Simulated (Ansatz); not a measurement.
Ansatz (an electronic-structure program) input (PBE0/def2-SVP):

Ansatz 0.2 input:
```yaml
crystal:
  periodic: [false, false, false]
  atoms:
    - {symbol: F, position_ang: [2.59699903, -0.66100459, 0.91534818]}
    - {symbol: C, position_ang: [1.56710619, 0.07448302, 0.45817225]}
    - {symbol: C, position_ang: [0.42146883, -0.71835180, -0.04874794]}
    - {symbol: C, position_ang: [-0.81788905, 0.12453204, -0.25453078]}
    - {symbol: F, position_ang: [-1.81813344, -0.61267614, -0.77425052]}
    - {symbol: F, position_ang: [-1.26799880, 0.65887553, 0.89482493]}
    - {symbol: F, position_ang: [-0.58891778, 1.14667304, -1.10750707]}
    - {symbol: H, position_ang: [1.85895115, 1.04038683, 0.06860535]}
    - {symbol: H, position_ang: [0.64664324, -1.19801133, -1.01153635]}
    - {symbol: H, position_ang: [0.17274860, -1.51316544, 0.65782997]}
basis:
  gaussian:
    orbitals: def2-SVP
hamiltonian:
  xc: {name: PBE0}
magnetization: {spin_polarized: true, initial_magnetization: 1}
```

End of the output:

```
integrals: 0.07 GiB planned
1111 factors; integrals over basis functions are off by at most 1.3e-3 eV
0.18 GiB of the device are held for the grids
0.45 GiB of device memory are held for the factors and their scratch space
mean field: 0.33 GiB planned
mean field evaluation 1: about -13997.2998 eV, gradient 3.2e1 eV
mean field evaluation 2: about -13996.6341 eV, gradient 3.6e1 eV
mean field evaluation 4: about -14001.0515 eV, gradient 1.3e0 eV
mean field evaluation 8: about -14001.3729 eV, gradient 1.3e-1 eV
mean field evaluation 16: about -14001.3730 eV, gradient 2.0e-4 eV
mean field -14001.37297407 eV, -514.5409663256 hartree, gradient 5.1e-5 eV, S^2 0.753821; 0 other end points of the search recorded, 0 dependent functions left out
reference -14001.37299110 eV, -514.5409669514 hartree; 29, 28 occupied and 84, 85 virtual orbitals, 1111 factors
Total energy: -14001.37299110 eV, -514.5409669514 hartree
```

It need not be the lowest isomer of its formula.
